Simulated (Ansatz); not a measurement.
B(NCMe)H3 (C2H6BN). Charge 0, multiplicity 3. Geometry r2SCAN-D4/def2-SVP, that of the neutral singlet; atoms count from 1.

Cartesian coordinates in Å:
```
B 1.015 -0.990 1.529
N 0.272 -0.266 0.410
C -0.291 0.284 -0.439
C -0.995 0.971 -1.499
H -1.937 0.450 -1.730
H -0.376 1.001 -2.409
H -1.227 2.003 -1.195
H 2.023 -0.333 1.747
H 1.266 -2.109 1.101
H 0.251 -1.012 2.485
```

At PBE0-D4/def2-TZVP a singlet of charge 0 lies 5.44 eV below the triplet at the same geometry.

Estimate the Mulliken populations from the PBE0/def2-TZVP orbitals of Ansatz.


| atom | charge (e) | spin (α − β) |
| --- | --- | --- |
| B1 | -0.27 | 0.05 |
| N2 | 0.06 | 0.55 |
| C3 | -0.15 | 0.82 |
| C4 | -0.27 | -0.07 |
| H5 | 0.16 | 0.02 |
| H6 | 0.16 | 0.03 |
| H7 | 0.14 | 0.10 |
| H8 | 0.03 | 0.08 |
| H9 | 0.11 | 0.33 |
| H10 | 0.03 | 0.08 |
Mulliken values depend strongly on the basis.

Where does the spin sit?

Summed by element: B 0.05, N 0.55, C 0.75, H 0.65, of 2 unpaired in all. Largest on single atoms: C3 0.82, N2 0.55, H9 0.33.

And the Mayer bond orders between heavy atoms (over 0.3)?

B1–N2 1.10 (1.53 Å); N2–C3 1.95 (1.16 Å); C3–C4 1.07 (1.45 Å).
